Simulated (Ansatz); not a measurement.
Reactions of `FC1C(F)(F)CC1(F)F`.

Program: Ansatz. Geometries: PBE0-D4/def2-TZVP. ΔE: electronic, gas phase. CCSD(T)/CBS adds triple-zeta CCSD(T) − MP2 to the extrapolated MP2 energy (def2 sets, frozen cores). This one scheme is used for every species, atoms too. Double bonds are as drawn, so ΔE can hold a change between cis and trans. Functionals use def2-TZVPP. No spin–orbit coupling; open shells (•) take unrestricted orbitals. Spin–orbit coupling would lower the free atoms: a little for C, F. Each species was taken in one conformer, which may not be the lowest.

| reaction | CCSD(T)/CBS(def2) (kJ/mol) |
| --- | --- |
| `FC1C(F)(F)CC1(F)F` → 4 C• + 5 F• + 3 H• | 5051 |
| `FC1C(F)(F)CC1(F)F` → `FC/C(F)=C\C(F)(F)F` | -12 |
| `FC1C(F)(F)CC1(F)F` → `FC1CC(F)(F)C1(F)F` | ? |
| `FC1C(F)(F)CC1(F)F` → `F/C(=C/C(F)F)C(F)F` | ? |
| `FC1C(F)(F)CC1(F)F` → `F[C@@H]1[C@@H](F)C(F)(F)[C@H]1F` | 41 |
| `FC1C(F)(F)CC1(F)F` → `C/C(F)=C(\F)C(F)(F)F` | -5 |

Problem. Fill in the missing values. (Best estimate.)

Solution. Ansatz gave: `FC1C(F)(F)CC1(F)F` → `FC1CC(F)(F)C1(F)F`: +6.4 kJ/mol; `FC1C(F)(F)CC1(F)F` → `F/C(=C/C(F)F)C(F)F`: +15.0 kJ/mol.

Largest T1 diagnostic: 0.012, for `C/C(F)=C(\F)C(F)(F)F`.
